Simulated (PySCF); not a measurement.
Predicted microwave data (PBE0/pcSseg-1 in PySCF (dipole) on a GFN2-xTB geometry, gas phase) for one isomer of C6H9N3O:

* Rotational constants: A = 1712, B = 1539, C = 822.9 MHz
* Dipole components: |μa| = 2.09 D, |μb| = 1.44 D, |μc| = 0.00 D
* Inertial defect: -9.42 u·Å²
* κ: 0.61

Question: Which structure is it? (One computed conformer of each.)
A. `[CH3:1][C:2](=[O:3])[c:4]1[n:5][n:6][n:7]([CH3:8])[c:9]1[CH3:10]` with C1–C2–C4–N5 -4°
B. `[CH3:1][C:2](=[O:3])[c:4]1[c:5]([CH3:6])[n:7][n:8][n:9]1[CH3:10]` with C1–C2–C4–C5 0°
C. `[CH2:1]=[CH:2][c:3]1[c:4]([O:5][CH3:6])[n:7][n:8][n:9]1[CH3:10]` with C1–C2–C3–C4 0°, C3–C4–O5–C6 180°

Answer: B. It is CC(=O)c1c(C)nnn1C, an asymmetric top, point group Cs. The candidates at the same level (rigid rotor, commonest isotopes):

```
           SMILES  A (MHz)  B (MHz)  C (MHz)  μa (D)  μb (D)  μc (D)  Δ (u·Å²)  point group           rotor
CC(=O)c1c(C)nnn1C     1712     1539    822.9    2.09    1.44    0.00     -9.42           Cs  asymmetric top
  C=Cc1c(OC)nnn1C     1912     1278    773.3    1.59    2.11    0.00     -6.37           Cs  asymmetric top
CC(=O)c1nnn(C)c1C     2634     1042    757.5    3.84    1.83    0.24     -9.69            –  asymmetric top
```

`CC(=O)c1nnn(C)c1C` has A 54 % too high; `C=Cc1c(OC)nnn1C` has B 17 % too low. In the right answer the mirror of this Cs structure is the ab plane, so μc vanishes by symmetry (the 0.01 D computed is a residue). No structure here is proved a minimum.
